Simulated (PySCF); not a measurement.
First SCF of a structure search on singlet CeF4, at a hand-made see-saw geometry. PySCF input:

```python
from pyscf import gto, scf, dft
mol = gto.M(atom='''
Ce     0.000000     0.000000     0.000000
F      0.000000     2.261400     0.197800
F     -0.000000    -2.261400     0.197800
F      1.788800     0.000000     1.397600
F     -1.788800     0.000000     1.397600''',
    basis={'Ce': 'def2-TZVP', 'F': 'def2-TZVP'},
    ecp={'Ce': 'def2-TZVP'},
    charge=0, spin=0)
mf = dft.RKS(mol, xc='PBE0')
mf.grids.atom_grid = (50, 194)
aux = {'Ce': 'def2-universal-JKFIT', 'F': 'def2-universal-JKFIT'}
mf = mf.density_fit(auxbasis=aux)
mf.conv_tol = 1e-08
mf.diis_space = 10
mf.max_cycle = 60
mf.init_guess = 'minao'
mf.verbose = 4
mf.kernel()
```

Excerpt of the output (cycles and frontier levels); a level shift of 0.3 Eh and then a second-order solver take over where DIIS stalls:

```
init E= -771.160065618426
  HOMO = -1.02837218828661  LUMO = -0.926953660740516  gap/eV = 2.75974
cycle= 1 E= -711.537350565471  delta_E= 59.6  |g|=   40  |ddm|= 21.8
  HOMO = 0.123801335390321  LUMO = 0.211291118448063  gap/eV = 2.38072
cycle= 2 E= -439.75601074399  delta_E=  272  |g|= 16.9  |ddm|= 29.1
  HOMO = -7.94990565399052  LUMO = -7.94618693864591  gap/eV = 0.10119
cycle= 3 E= -303.685872080222  delta_E=  136  |g|= 65.9  |ddm|= 56.3
  HOMO = -7.78136657920825  LUMO = -7.77669744089855  gap/eV = 0.12705
cycle= 4 E= -307.804426964591  delta_E= -4.12  |g|= 65.9  |ddm|=  1.4
  HOMO = -7.46537773952444  LUMO = -7.4622614143444  gap/eV = 0.08480
cycle= 5 E= -317.157218887878  delta_E= -9.35  |g|= 65.9  |ddm|= 3.31
  HOMO = -7.45351457542969  LUMO = -7.449787803323  gap/eV = 0.10141
cycle= 6 E= -317.536666956037  delta_E= -0.379  |g|= 65.9  |ddm|= 1.06
  HOMO = -7.42388673532621  LUMO = -7.42085449822443  gap/eV = 0.08251
... 94 lines left out ...
cycle= 56 E= -290.3527175999  delta_E= -0.0314  |g|= 65.9  |ddm|= 0.232
  HOMO = -0.141293927405005  LUMO = 0.0801709302979532  gap/eV = 6.02637
cycle= 57 E= -409.601083262077  delta_E= -119  |g|= 21.7  |ddm|= 57.5
  HOMO = -8.74276716362518  LUMO = -8.73078299160274  gap/eV = 0.32611
cycle= 58 E= -290.392321611269  delta_E=  119  |g|= 65.9  |ddm|= 57.5
  HOMO = -8.7426085555238  LUMO = -8.73050493709636  gap/eV = 0.32936
cycle= 59 E= -290.391380264939  delta_E= 0.000941  |g|= 65.9  |ddm|= 0.147
  HOMO = -8.74819836048442  LUMO = -8.73455689226636  gap/eV = 0.37120
cycle= 60 E= -290.323969001515  delta_E= 0.0674  |g|= 65.9  |ddm|= 0.294
SCF not converged.
init E= -771.160065618426
  HOMO = -0.885795505200486  LUMO = -0.863183771528472  gap/eV = 0.61530
cycle= 1 E= -755.490745552274  delta_E= 15.7  |g|= 35.6  |ddm|= 21.7
  HOMO = 0.558220825300951  LUMO = 0.60391366047768  gap/eV = 1.24337
cycle= 2 E= -455.717390880545  delta_E=  300  |g|= 14.1  |ddm|= 36.6
  HOMO = -8.19349840482307  LUMO = -8.18622299234474  gap/eV = 0.19797
cycle= 3 E= -296.950183627124  delta_E=  159  |g|= 65.9  |ddm|= 62.1
  HOMO = -8.36630386454667  LUMO = -8.05884914308235  gap/eV = 8.36627
cycle= 4 E= -299.598461314913  delta_E= -2.65  |g|= 65.9  |ddm|= 0.949
  HOMO = -8.19227228008647  LUMO = -7.88533455396152  gap/eV = 8.35220
cycle= 5 E= -304.628950835642  delta_E= -5.03  |g|= 65.9  |ddm|=  1.8
  HOMO = -8.17449899734596  LUMO = -7.86733716953595  gap/eV = 8.35830
cycle= 6 E= -305.57167709784  delta_E= -0.943  |g|= 65.9  |ddm|= 0.32
  HOMO = -8.14489295779339  LUMO = -7.83788887389127  gap/eV = 8.35401
... 139 lines left out ...
  HOMO = -8.75489632015509  LUMO = -8.44346342918101  gap/eV = 8.47452
cycle= 77 E= -290.116183827751  delta_E= -0.0578  |g|= 65.8  |ddm|= 0.0565
  HOMO = -8.7548658335061  LUMO = -8.44295820141453  gap/eV = 8.48744
cycle= 78 E= -290.289712165154  delta_E= -0.174  |g|= 65.8  |ddm|= 0.0842
  HOMO = 0.158130912660841  LUMO = 0.380361771098013  gap/eV = 6.04721
cycle= 79 E= -409.612348101685  delta_E= -119  |g|= 21.7  |ddm|= 57.5
  HOMO = -8.45153119722047  LUMO = -8.43844075846147  gap/eV = 0.35621
cycle= 80 E= -290.212149603808  delta_E=  119  |g|= 65.8  |ddm|= 57.6
SCF not converged.
  HOMO = -0.141748190877535  LUMO = 0.0798368169664001  gap/eV = 6.02964
macro= 0  E= -396.606390142625  delta_E= -106.394  |g|= 69.7039  3 KF 15 JK
macro= 1  E= -579.268636444403  delta_E= -182.662  |g|= 65.6209  3 KF 15 JK
macro= 2  E= -738.084455576833  delta_E= -158.816  |g|= 40.8389  3 KF 15 JK
macro= 3  E= -812.385116317312  delta_E= -74.3007  |g|= 20.5149  3 KF 15 JK
macro= 4  E= -864.924048499615  delta_E= -52.5389  |g|= 8.07693  3 KF 15 JK
macro= 5  E= -873.530532032795  delta_E= -8.60648  |g|= 1.4816  3 KF 15 JK
macro= 6  E= -873.496911670657  delta_E= 0.0336204  |g|= 0.439735  3 KF 16 JK
macro= 7  E= -874.359553184867  delta_E= -0.862642  |g|= 0.161353  4 KF 16 JK
macro= 8  E= -874.365857104031  delta_E= -0.00630392  |g|= 0.0176602  3 KF 23 JK
macro= 9  E= -874.365881069206  delta_E= -2.39652e-05  |g|= 0.000170571  3 KF 32 JK
macro= 10  E= -874.365881069203  delta_E= 2.72848e-12  |g|= 3.77945e-05  1 KF 2 JK
macro X = 11  E=-874.365881069203  |g|= 3.77945e-05  total 33 KF 191 JK
converged SCF energy = -874.365881069203
```

No lower solution of this spin was found from smeared starts or by a stability analysis within the restricted form, which does not test spin polarisation.

Stability towards spin polarisation was not tested.

The search for the lowest solution, 3 starts and the stability check together, took 4 min on 8 threads of a shared Arm Neoverse V2 host, with 217 basis functions. Launch command: `OMP_NUM_THREADS=8 python axn.py task.json out`.
